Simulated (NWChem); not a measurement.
Everything below was run with NWChem. System: Te (+1), charge 1, spin multiplicity 4. Its SCF solution wasn't tested for a lower state. Level: UBLYP/def2-TZVP with def2 effective core potentials on Te.

Part of the output:

```
             Northwest Computational Chemistry Package (NWChem) 7.3.0
             --------------------------------------------------------

                                NWChem Input Module
                                -------------------

 Scaling coordinates for geometry "geometry" by  1.889725989
 (inverse scale =  0.529177249)

                             Geometry "geometry" -> ""
                             -------------------------

 Output coordinates in angstroms (scale by  1.889725989 to convert to a.u.)

  No.       Tag          Charge          X              Y              Z
 ---- ---------------- ---------- -------------- -------------- --------------
    1 Te                  52.0000     0.00000000     0.00000000     0.00000000

 Effective nuclear repulsion energy (a.u.)       0.0000000000

            Nuclear Dipole moment (a.u.)
            ----------------------------
        X                 Y               Z
 ---------------- ---------------- ----------------
     0.0000000000     0.0000000000     0.0000000000

      Symmetry information
      --------------------

 Group name             D2h
 Group number             26
 Group order               8
 No. of unique centers     1

      Symmetry unique atoms

     1


 Summary of "ao basis" -> "" (spherical)
 ------------------------------------------------------------------------------
       Tag                 Description            Shells   Functions and Types
 ---------------- ------------------------------  ------  ---------------------
 *                         def2-tzvp                  on all atoms

                                 NWChem DFT Module
                                 -----------------

 Summary of "ao basis" -> "ao basis" (spherical)
 ------------------------------------------------------------------------------
       Tag                 Description            Shells   Functions and Types
 ---------------- ------------------------------  ------  ---------------------
 Te                        def2-tzvp                16       50   6s5p3d2f

 Summary of "ao basis" -> "ao basis" (spherical)
 ------------------------------------------------------------------------------
       Tag                 Description            Shells   Functions and Types
 ---------------- ------------------------------  ------  ---------------------
 Te                        def2-tzvp                16       50   6s5p3d2f

      Symmetry analysis of basis
      --------------------------

        ag         12
        au          2
        b1g         3
        b1u         9
        b2g         3
        b2u         9
        b3g         3
        b3u         9

            General Information
            -------------------
          SCF calculation type: DFT
          Wavefunction type:  spin polarized.
          No. of atoms     :     1
          No. of electrons :    23
           Alpha electrons :    13
            Beta electrons :    10
          Charge           :     1
          Spin multiplicity:     4
          Use of symmetry is: on ; symmetry adaption is: on
          Maximum number of iterations: 100
          AO basis - number of functions:    50
                     number of shells:    16
          Convergence on energy requested:  1.00D-06
          Convergence on density requested:  1.00D-05
          Convergence on gradient requested:  5.00D-04

              XC Information
              --------------
                    Becke 1988 Exchange Functional  1.000
              Lee-Yang-Parr Correlation Functional  1.000

             Grid Information
             ----------------
          Grid used for XC integration:  medium
          Radial quadrature: Mura-Knowles
          Angular quadrature: Lebedev.
          Tag              B.-S. Rad. Rad. Pts. Rad. Cut. Ang. Pts.
          ---              ---------- --------- --------- ---------
          Te                  1.40      123           6.0       590
          Grid pruning is: on
          Number of quadrature shells:   123
          Spatial weights used:  Erf1

          Convergence Information
          -----------------------
          Convergence aids based upon iterative change in
[...]
           Coulomb energy =      211.974986824082
    Exchange-Corr. energy =      -20.454109379147
 Nuclear repulsion energy =        0.000000000000

 Numeric. integr. density =       23.000000015006

     Total iterative time =      1.0s

                  Occupations of the irreducible representations
                  ----------------------------------------------

                     irrep           alpha         beta
                     --------     --------     --------
                     ag                4.0          4.0
                     au                0.0          0.0
                     b1g               1.0          1.0
                     b1u               2.0          1.0
                     b2g               1.0          1.0
                     b2u               2.0          1.0
                     b3g               1.0          1.0
                     b3u               2.0          1.0

                    DFT Final Alpha Molecular Orbital Analysis
                    ------------------------------------------

 Vector   11  Occ=1.000000D+00  E=-5.217973D-01  Symmetry=b2u
              MO Center=  2.4D-33, -3.9D-21,  4.3D-33, r^2= 1.9D+00
   Bfn.  Coefficient  Atom+Function         Bfn.  Coefficient  Atom+Function
  ----- ------------  ---------------      ----- ------------  ---------------
    17      0.618393  1 Te py                11     -0.484813  1 Te py
    14      0.431018  1 Te py                20      0.134418  1 Te py
     8     -0.077842  1 Te py

 Vector   12  Occ=1.000000D+00  E=-5.217973D-01  Symmetry=b3u
              MO Center= -4.0D-21,  3.5D-33,  1.7D-32, r^2= 1.9D+00
   Bfn.  Coefficient  Atom+Function         Bfn.  Coefficient  Atom+Function
  ----- ------------  ---------------      ----- ------------  ---------------
    16      0.618393  1 Te px                10     -0.484813  1 Te px
    13      0.431018  1 Te px                19      0.134418  1 Te px
     7     -0.077842  1 Te px

 Vector   13  Occ=1.000000D+00  E=-5.217973D-01  Symmetry=b1u
              MO Center=  5.7D-33,  1.7D-33, -3.7D-20, r^2= 1.9D+00
   Bfn.  Coefficient  Atom+Function         Bfn.  Coefficient  Atom+Function
  ----- ------------  ---------------      ----- ------------  ---------------
    18      0.618393  1 Te pz                12     -0.484813  1 Te pz
    15      0.431018  1 Te pz                21      0.134418  1 Te pz
     9     -0.077842  1 Te pz

 Vector   14  Occ=0.000000D+00  E=-9.778398D-02  Symmetry=ag
              MO Center= -2.5D-16, -2.3D-16,  1.2D-16, r^2= 2.9D+00
   Bfn.  Coefficient  Atom+Function         Bfn.  Coefficient  Atom+Function
  ----- ------------  ---------------      ----- ------------  ---------------
    34      0.966378  1 Te d  0              24     -0.273339  1 Te d  0
    29      0.072530  1 Te d  0

 Vector   15  Occ=0.000000D+00  E=-9.778397D-02  Symmetry=b1g
              MO Center=  4.4D-25, -5.8D-25,  2.9D-25, r^2= 2.9D+00
   Bfn.  Coefficient  Atom+Function         Bfn.  Coefficient  Atom+Function
  ----- ------------  ---------------      ----- ------------  ---------------
    32      0.966378  1 Te d -2              22     -0.273339  1 Te d -2
    27      0.072530  1 Te d -2

 Vector   16  Occ=0.000000D+00  E=-9.778397D-02  Symmetry=ag
              MO Center=  5.5D-28, -7.3D-28,  1.7D-29, r^2= 2.9D+00
   Bfn.  Coefficient  Atom+Function         Bfn.  Coefficient  Atom+Function
  ----- ------------  ---------------      ----- ------------  ---------------
    36      0.966378  1 Te d  2              26     -0.273339  1 Te d  2
    31      0.072530  1 Te d  2

                     DFT Final Beta Molecular Orbital Analysis
                     -----------------------------------------

 Vector    8  Occ=1.000000D+00  E=-1.829590D+00  Symmetry=b3g
              MO Center=  1.0D-28,  1.2D-27, -1.2D-27, r^2= 3.1D-01
   Bfn.  Coefficient  Atom+Function         Bfn.  Coefficient  Atom+Function
  ----- ------------  ---------------      ----- ------------  ---------------
    23      0.912522  1 Te d -1              28      0.147566  1 Te d -1

 Vector    9  Occ=1.000000D+00  E=-1.829590D+00  Symmetry=b2g
              MO Center=  2.0D-28,  1.8D-29, -2.5D-28, r^2= 3.1D-01
   Bfn.  Coefficient  Atom+Function         Bfn.  Coefficient  Atom+Function
  ----- ------------  ---------------      ----- ------------  ---------------
    25      0.912522  1 Te d  1              30      0.147566  1 Te d  1

 Vector   10  Occ=1.000000D+00  E=-8.191450D-01  Symmetry=ag
              MO Center= -7.5D-36, -1.9D-35,  3.8D-35, r^2= 1.3D+00
   Bfn.  Coefficient  Atom+Function         Bfn.  Coefficient  Atom+Function
  ----- ------------  ---------------      ----- ------------  ---------------
     5      0.929344  1 Te s                  2      0.722693  1 Te s
     3     -0.616943  1 Te s                  1     -0.431978  1 Te s
     4     -0.395559  1 Te s                  6      0.362161  1 Te s

 Vector   11  Occ=0.000000D+00  E=-4.568100D-01  Symmetry=b2u
              MO Center= -5.7D-33, -6.7D-21,  1.3D-33, r^2= 2.1D+00
   Bfn.  Coefficient  Atom+Function         Bfn.  Coefficient  Atom+Function
  ----- ------------  ---------------      ----- ------------  ---------------
    17      0.567128  1 Te py                11     -0.475427  1 Te py
    14      0.431992  1 Te py                20      0.197964  1 Te py
     8     -0.076144  1 Te py

 Vector   12  Occ=0.000000D+00  E=-4.568100D-01  Symmetry=b3u
              MO Center=  2.2D-21,  5.6D-33,  3.6D-33, r^2= 2.1D+00
   Bfn.  Coefficient  Atom+Function         Bfn.  Coefficient  Atom+Function
  ----- ------------  ---------------      ----- ------------  ---------------
    16      0.567128  1 Te px                10     -0.475427  1 Te px
    13      0.431992  1 Te px                19      0.197964  1 Te px
     7     -0.076144  1 Te px

 Vector   13  Occ=0.000000D+00  E=-4.568100D-01  Symmetry=b1u
              MO Center=  1.6D-33,  4.7D-34, -1.5D-20, r^2= 2.1D+00
   Bfn.  Coefficient  Atom+Function         Bfn.  Coefficient  Atom+Function
  ----- ------------  ---------------      ----- ------------  ---------------
    18      0.567128  1 Te pz                12     -0.475427  1 Te pz
    15      0.431992  1 Te pz                21      0.197964  1 Te pz
     9     -0.076144  1 Te pz

   alpha - beta orbital overlaps
   -----------------------------

   alpha      1      2      3      4      5      6      7      8      9     10
    beta      1      3      2      4      5      6      7      8      9     10
 overlap   1.000  1.000  1.000  1.000  1.000  1.000  1.000  1.000  1.000  1.000

   alpha     11     12     13     14     15     16     17     18     19     20
    beta     11     12     13     17     18     19     20     21     14     16
 overlap   0.999  0.999  0.999  1.000  1.000  1.000  1.000  1.000  0.999  0.999

   alpha     21     22     23     24     25     26     27     28     29     30
    beta     15     22     23     24     25     26     27     28     29     30
 overlap   0.999  1.000  1.000  1.000  1.000  1.000  1.000  1.000  1.000  1.000

   alpha     31     32     33     34     35     36     37     38     39     40
    beta     31     32     33     34     35     36     37     38     39     40
 overlap   1.000  1.000  1.000  1.000  1.000  1.000  1.000  1.000  1.000  1.000

   alpha     41     42     43     44     45     46     47     48     49     50
    beta     41     42     43     44     45     46     47     48     49     50
 overlap   1.000  1.000  1.000  1.000  1.000  1.000  1.000  1.000  1.000  1.000

     --------------------------
     Expectation value of S2:
     --------------------------
      <S2> =      3.7504 (Exact =     3.7500)

 Task  times  cpu:        1.6s     wall:        1.6s

 Total times  cpu:        1.7s     wall:        1.7s
```

Q: Write an NWChem input that would produce this output.

A: This is not unique; one that fits is 
```
start mol
memory heap 200 mb stack 900 mb global 1100 mb
charge 1
geometry units angstroms nocenter noautoz
  Te     0.000000     0.000000     0.000000
  symmetry group D2h
end
basis spherical
  * library def2-tzvp
end
ecp
  Te library def2-ecp
end
dft
  xc becke88 lyp
  odft
  mult 4
  semidirect memsize 60000000 filesize 0
  iterations 100
end
task dft energy
```
